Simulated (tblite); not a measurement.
Compound: C8H13Ga.
Atom-mapped SMILES: `[CH3:1][Ga:2]([CH3:3])[C:4]#[C:5][CH:6]1[CH2:7][CH2:8][CH2:9]1` (hydrogens: H10, H11, H12 on C1; H13, H14, H15 on C3; H16 on C6; H17, H18 on C7; H19, H20 on C8; H21, H22 on C9)

Computed with GFN2-xTB (tblite), gas phase: L-BFGS steps from a force-field or distance-geometry start until the largest atomic force falls under 0.01 eV/Å.

Step 5: E = -675.4843 eV
```
atom  x, y, z in Å  |  force x, y, z in eV/Å
C1      3.8632   -1.5569   -0.5245   -0.151  -0.375  -0.001
Ga2     2.5201   -0.0925   -0.7427    0.509  -0.252   0.311
C3      3.2081    1.7340   -0.4203   -0.198   0.278  -0.112
C4      0.6687   -0.3349   -0.2510   -1.026  -0.206   0.216
C5     -0.4557   -0.4991    0.1952    0.867   0.102  -0.391
C6     -1.8449   -0.5716    0.5335   -0.148   0.030   0.143
C7     -2.5403    0.7619    0.8793   -0.041   0.049  -0.178
C8     -3.7161    0.3261   -0.0031   -0.039  -0.254   0.057
C9     -2.7968   -0.7032   -0.6684   -0.039   0.265  -0.041
H10     4.7600   -1.1236   -0.0634   -0.101  -0.152  -0.128
H11     4.1353   -2.0757   -1.4482    0.075  -0.137   0.241
H12     3.3940   -2.2552    0.1874    0.371  -0.121  -0.242
H13     2.7239    2.3886   -1.1388    0.007   0.538   0.049
H14     2.7765    1.9149    0.5658   -0.015   0.411   0.120
H15     4.2734    1.9476   -0.3783    0.038  -0.111  -0.117
H16    -2.0616   -1.3092    1.3018    0.134  -0.220   0.075
H17    -2.0026    1.6061    0.4585    0.042   0.109   0.046
H18    -2.7454    0.9273    1.9293   -0.037   0.113   0.126
H19    -4.1710    1.0485   -0.6736   -0.042   0.138   0.128
H20    -4.4724   -0.1674    0.6037   -0.182   0.079  -0.086
H21    -3.2046   -1.6781   -0.9009   -0.019  -0.162   0.000
H22    -2.3223   -0.2682   -1.5429   -0.004  -0.123  -0.215
```

Step 6: E = -675.5566 eV
```
atom  x, y, z in Å  |  force x, y, z in eV/Å
C1      3.8510   -1.5584   -0.5325    0.297  -0.882   0.171
Ga2     2.5321   -0.1069   -0.7104    0.185   0.199   0.171
C3      3.1959    1.7473   -0.4278   -0.165   0.262  -0.068
C4      0.6646   -0.3374   -0.2645   -0.968  -0.255   0.280
C5     -0.4517   -0.5110    0.2002    0.894   0.248  -0.510
C6     -1.8439   -0.5695    0.5298   -0.051   0.018   0.204
C7     -2.5405    0.7606    0.8842   -0.119   0.084  -0.159
C8     -3.7169    0.3263   -0.0008   -0.129  -0.235  -0.013
C9     -2.7937   -0.7067   -0.6680   -0.245   0.309  -0.116
H10     4.7570   -1.1364   -0.0718   -0.132  -0.099  -0.112
H11     4.1504   -2.0988   -1.4394   -0.054   0.011   0.200
H12     3.4134   -2.2813    0.1845    0.313   0.040  -0.296
H13     2.7257    2.4332   -1.1297    0.029   0.326   0.027
H14     2.7810    1.9445    0.5628   -0.033   0.345   0.144
H15     4.2667    1.9414   -0.3842    0.028  -0.108  -0.135
H16    -2.0452   -1.3102    1.2924    0.007  -0.319   0.212
H17    -2.0049    1.6067    0.4675    0.064   0.127  -0.030
H18    -2.7483    0.9466    1.9340   -0.015  -0.033   0.045
H19    -4.1847    1.0566   -0.6602    0.119   0.067   0.103
H20    -4.4913   -0.1592    0.5936   -0.032   0.028  -0.046
H21    -3.2009   -1.6828   -0.9087   -0.018  -0.107   0.112
H22    -2.3260   -0.2850   -1.5522    0.024  -0.025  -0.183
```

Step 7: E = -675.6079 eV
```
atom  x, y, z in Å  |  force x, y, z in eV/Å
C1      3.8480   -1.5732   -0.5362    0.430  -0.813   0.214
Ga2     2.5416   -0.1135   -0.6816   -0.002   0.359   0.056
C3      3.1840    1.7617   -0.4342   -0.100   0.269   0.033
C4      0.6587   -0.3420   -0.2752   -0.381  -0.197   0.114
C5     -0.4466   -0.5180    0.2007    0.314   0.268  -0.343
C6     -1.8425   -0.5675    0.5290   -0.024  -0.036   0.173
C7     -2.5429    0.7606    0.8868   -0.132   0.094  -0.097
C8     -3.7197    0.3244    0.0004   -0.144  -0.103  -0.046
C9     -2.7951   -0.7063   -0.6695   -0.242   0.200  -0.118
H10     4.7526   -1.1480   -0.0803   -0.044  -0.049  -0.045
H11     4.1616   -2.1176   -1.4304   -0.088   0.013   0.013
H12     3.4328   -2.3025    0.1786    0.183  -0.026  -0.162
H13     2.7277    2.4735   -1.1219    0.039   0.157  -0.003
H14     2.7843    1.9733    0.5619   -0.025   0.282   0.121
H15     4.2609    1.9347   -0.3910   -0.008  -0.096  -0.145
H16    -2.0320   -1.3156    1.2879   -0.061  -0.292   0.219
H17    -2.0061    1.6089    0.4741    0.042   0.099  -0.080
H18    -2.7508    0.9613    1.9377   -0.003  -0.141  -0.041
H19    -4.1936    1.0636   -0.6477    0.205   0.031   0.051
H20    -4.5068   -0.1525    0.5848    0.043  -0.046   0.014
H21    -3.1980   -1.6874   -0.9132   -0.017  -0.021   0.192
H22    -2.3288   -0.2988   -1.5621    0.015   0.051  -0.120
```

Question: Estimate the geometry and energy of step 8. (The exact step hangs on the optimiser's Hessian estimate; all steps are aligned on step 7, rigid shifts and turns removed.)

Answer: E = -675.6484 eV, largest force 0.491 eV/Å
```
atom  x, y, z in Å  |  force x, y, z in eV/Å
C1      3.8525   -1.5979   -0.5359    0.327  -0.339   0.137
Ga2     2.5512   -0.1144   -0.6561   -0.094   0.316  -0.032
C3      3.1724    1.7801   -0.4380   -0.019   0.230   0.133
C4      0.6529   -0.3488   -0.2847    0.295  -0.103  -0.108
C5     -0.4441   -0.5193    0.1970   -0.373   0.216  -0.072
C6     -1.8427   -0.5668    0.5312   -0.024  -0.070   0.061
C7     -2.5473    0.7624    0.8872   -0.087   0.039  -0.019
C8     -3.7244    0.3218    0.0008   -0.090   0.066  -0.047
C9     -2.7995   -0.7032   -0.6727   -0.125   0.019  -0.053
H10     4.7487   -1.1589   -0.0880    0.118  -0.018   0.049
H11     4.1698   -2.1341   -1.4238   -0.058  -0.065  -0.224
H12     3.4522   -2.3228    0.1719    0.022  -0.242   0.094
H13     2.7301    2.5110   -1.1157    0.037   0.033  -0.036
H14     2.7868    2.0035    0.5633   -0.002   0.231   0.081
H15     4.2557    1.9270   -0.3998   -0.052  -0.062  -0.137
H16    -2.0218   -1.3256    1.2881   -0.090  -0.161   0.127
H17    -2.0063    1.6127    0.4779   -0.013   0.028  -0.102
H18    -2.7530    0.9708    1.9397   -0.008  -0.196  -0.101
H19    -4.1971    1.0705   -0.6364    0.211   0.028  -0.025
H20    -4.5195   -0.1482    0.5782    0.076  -0.108   0.064
H21    -3.1959   -1.6913   -0.9128   -0.026   0.064   0.225
H22    -2.3310   -0.3093   -1.5729   -0.023   0.094  -0.018
```

The energy changes by -0.0405 eV. The first-order estimate −F·Δx gives -0.0605 eV and the mean of the old and new forces, exact on a quadratic surface, -0.0405 eV. The step makes an angle of 62° with the force vector and moves no atom by more than 0.038 Å.

The cost below is that of the whole relaxation. The run took 1.4 s of wall time on Arm Neoverse N1, one thread, no GPU, on a shared host.
